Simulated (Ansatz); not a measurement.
`C=C[SiH](Cl)Br` → `C=CBr` + `[SiH]Cl` at 500 K and 1 bar (silylene formation by 1,1-elimination).

Computed with Ansatz on PBE0-D4/def2-TZVP structures; ΔE is electronic, products minus reactants. CBS: MP2 limit from def2 TZ/QZ plus the TZ coupled-cluster correction, frozen cores. This one scheme is used for every species. For Br outer-core shells are correlated without core-valence functions, which leaves a few kJ/mol of doubt a bond. Scalar relativity is left out up to krypton. Each species was taken in one conformer, which may not be the lowest.

| species | CCSD(T)/CBS energy (Eh) | H − E (kJ/mol) | S (J/(mol·K)) |
| --- | --- | --- | --- |
| `C=C[SiH](Cl)Br` | -3400.77233 | 187.9 | 423.9 |
| `C=CBr` | -2651.19815 | 136.0 | 308.1 |
| `[SiH]Cl` | -749.43948 | 39.6 | 274.0 |

H − E and S are ideal-gas, rigid-rotor, harmonic terms from PBE0-D4/def2-TZVP, for one conformer and one mirror image of each species. 1 Eh = 2625.50 kJ/mol, R = 8.31446 J/(mol·K).

**Question.** By hand: ΔE, ΔH, ΔS and ΔG.

**Answer.** ΔE = (-2651.19815) + (-749.43948) − (-3400.77233) = 0.13470 Eh = 353.7 kJ/mol. Δ(H − E) = 136.0 + 39.6 − 187.9 = -12.3, so ΔH = 341.4 kJ/mol. ΔS = 308.1 + 274.0 − 423.9 = 158.2 J/(mol·K). ΔG = 341.4 − 500 × (158.2)/1000 = 262.3 kJ/mol.

**Question.** By hand: the equilibrium constant, and the temperature at which ΔG would vanish if ΔH and ΔS stayed fixed.

**Answer.** log₁₀ K = −ΔG/(RT ln 10) = -27.4. ΔG = 0 at ΔH/ΔS = 2158 K.

The number of gas molecules changes by +1, which sets the sign of ΔS. A doubt of 5 kJ/mol in ΔE shifts log₁₀ K by 0.5 here. Other conformers and mirror images would add mixing entropy, several J/(mol·K) or more a flexible species. These are equilibria of isolated gas molecules and say nothing of rates. Largest T1 diagnostic: 0.013 (customary marks: 0.02 for closed shells, 0.045 for open ones).
